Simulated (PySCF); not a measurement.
The vertical singlet excitations below were computed for one of the candidates. Method: TDDFT CAM-B3LYP/def2-SVPD, vertical, gas phase, core orbitals frozen in the response (PySCF). Geometries: PBE0-D3(BJ)/def2-SVP, one conformer each.

```csv
state,ν̃ (cm⁻¹),f,"main configurations (H = HOMO, L = LUMO)"
S1,63340,0.0001,"H→L (66%), H→L+3 (18%), H→L+2 (11%)"
S2,65300,0.0004,"H-1→L (60%), H-1→L+3 (29%)"
S3,66970,0.0004,"H→L+2 (69%), H→L (19%)"
S4,68290,0.025,"H→L+1 (74%), H-1→L+2 (17%)"
S5,68700,0.0046,"H-1→L+2 (60%), H→L+1 (17%), H-1→L (12%)"
S6,68970,0.025,"H→L+3 (62%), H-1→L+1 (11%), H→L (11%)"
S7,70460,0.074,"H-1→L+1 (79%), H→L+3 (9%)"
S8,71220,0.048,"H-1→L+3 (55%), H-1→L (22%)"
S9,73040,0.088,H-2→L (89%)
S10,75650,0.0037,"H-3→L (61%), H-2→L+2 (10%)"
```

Triplets computed (Tamm–Dancoff): 7.70, 7.92, 8.17, 8.31 eV.

Problem. Which candidate is it? All have the formula C7H14.
A. `CC(C)C1CCC1`
B. `CC(C)(C)C1CC1`
C. `CCC1CCCC1`

Solution. B. Its S1, at 7.85 eV, is the lowest among the candidates; the nearest of the others has S1 at 8.27 eV. S1 is HOMO→LUMO (66%), HOMO→LUMO+3 (18%), HOMO→LUMO+2 (11%). Löwdin shares by element: HOMO carbon 72% or more (atoms not listed hold the other 28%); LUMO carbon 31% or more, hydrogen 6% or more (atoms not listed hold the other 63%). At the same level the other candidates give, for their lowest levels:
- `CC(C)C1CCC1`: 8.27 eV (f 0.021); 8.41 eV (f 0.024); 8.52 eV (f 0.006); 8.60 eV (f 0.002); 8.68 eV (f 0.001); T1 8.13 eV; HOMO -9.61, LUMO 1.48 eV
- `CCC1CCCC1`: 8.45 eV (f 0.002); 8.64 eV (f 0.006); 8.78 eV (f 0.003); 8.81 eV (f 0.009); 9.00 eV (f 0.020); T1 8.16 eV; HOMO -9.97, LUMO 1.43 eV

The values belong to the conformer `[CH3:1][C:2]([CH3:3])([CH3:4])[CH:5]1[CH2:6][CH2:7]1`: C1–C2–C5–C6 84°.
